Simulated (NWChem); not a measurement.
System: C4H5, doublet; SMILES C(=C)[C]=C

```xyz
9

C     -0.1818    -1.8894     0.0000
C      0.1514    -0.6283     0.0000
C      0.4999     0.6794     0.0000
C     -0.3822     1.7602     0.0000
H     -0.3301    -2.4488    -0.9340
H     -0.3301    -2.4488     0.9340
H      1.5776     0.8934     0.0000
H     -1.4633     1.6067     0.0000
H     -0.0031     2.7833     0.0000
```
Atoms are numbered in this order, from 1.

Level: PBE0/def2-SVP, spin-unrestricted (NWChem), optimised geometry, unscaled harmonic frequencies. In the optimisation the excess spin sits in a" (Cs, its own frame).

Task: List the harmonic frequencies with IR intensities, and the thermochemistry.

Result: 
| frequency (cm⁻¹) | IR intensity (km/mol) |
|---|---|
| 212 | 6.0 |
| 212 | 1.3 |
| 493 | 0.0 |
| 525 | 3.9 |
| 569 | 5.4 |
| 741 | 42.7 |
| 880 | 50.1 |
| 912 | 0.2 |
| 932 | 18.5 |
| 955 | 0.1 |
| 1078 | 0.8 |
| 1203 | 0.8 |
| 1353 | 0.0 |
| 1426 | 2.2 |
| 1486 | 4.6 |
| 1950 | 24.2 |
| 3105 | 6.7 |
| 3151 | 1.8 |
| 3181 | 2.6 |
| 3186 | 0.9 |
| 3299 | 2.0 |

- zero-point energy: 44.1 kcal/mol
- thermal correction to the enthalpy at 298.15 K (with zero-point energy): 47.7 kcal/mol
- heat capacity Cv: 16.6 cal/(mol K)
- entropy at 298.15 K and 1 atm (symmetry number 1, electronic part: spin degeneracy alone): 69.5 cal/(mol K)
- dipole moment: 0.09 D

Rigid rotor and harmonic oscillator.
